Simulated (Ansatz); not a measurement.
Several settings on one geometry of [CrF6]3- (CrF6³⁻) (that of the charge -3 quartet, PBE-D4/def2-SVPD). Ansatz on 4 threads of Intel Xeon on a shared host; times are rough.

Cartesian coordinates in Å:
```
Cr 0.000 0.000 0.000
F -0.019 -0.010 2.000
F 0.019 0.010 -2.000
F 2.000 0.006 0.019
F -1.999 -0.006 -0.019
F -0.006 2.000 0.010
F 0.006 -2.000 -0.010
```

Totals from different functionals, basis sets or treatments of relativity can't be compared as stabilities.

The 6-31G sets use Cartesian d functions. A multiply charged anion in the gas phase is held together partly by the finite basis.

The spins typed aren't always the lowest for that charge.

Q: Give the basis size and estimate the energy, ⟨S²⟩ and time of these runs.

```
run                       method  charge    state                                                                                                                                               further keys
  1        UKS revPBE0/def2-TZVP      -3  quartet                                                                                                               scf: {lower_state_search: off}; forces asked
  2         UKS ωPBEh/def2-TZVPP      -3  quartet  fitting: {mean_field: def2-universal-jkfit}; final_grid: {core_spheres: 20, valence_spheres: 16, degree: 47}; scf: {omitted_lower_state_checks: [starts]}
  3  UKS PBE0-D3(BJ)/aug-cc-pVDZ      -3  quartet                                                                                                  scf: {omitted_lower_state_checks: [starts]}; forces asked
  4        UKS r2SCAN50-D4/6-31G      -3  quartet                                                         nuclear_model: gaussian; accuracy: high; scf: {omitted_lower_state_checks: [starts]}; forces asked
  5           UKS BHLYP/def2-SVP      -3  quartet                                                                                                                             scf: {lower_state_search: off}
  6          RKS PBE/aug-cc-pVDZ      -2  singlet                                                                          pseudopotentials: {relativity: none}; scf: {omitted_lower_state_checks: [starts]}
```

A: 
```json
{"run": "1", "functions": "231", "energy (Eh)": "-1643.3420", "⟨S²⟩": "3.77", "wall time": "14 s"}
{"run": "2", "functions": "250", "energy (Eh)": "-1643.0799", "⟨S²⟩": "3.76", "wall time": "21 s"}
{"run": "3", "functions": "197", "energy (Eh)": "-1642.8711", "⟨S²⟩": "3.77", "wall time": "22 s"}
{"run": "4", "functions": "83", "energy (Eh)": "-1642.8249", "⟨S²⟩": "3.76", "wall time": "21 s"}
{"run": "5", "functions": "115", "energy (Eh)": "-1642.5200", "⟨S²⟩": "3.76", "wall time": "1.9 s"}
{"run": "6", "functions": "197", "energy (Eh)": "-1643.0297", "⟨S²⟩": "–", "wall time": "10 s"}
```

The highest occupied level of an anion often lies above zero with these methods, and sets without diffuse functions describe the outer electron poorly. This restricted singlet of an open-shell metal wasn't tested against broken symmetry or higher spin.
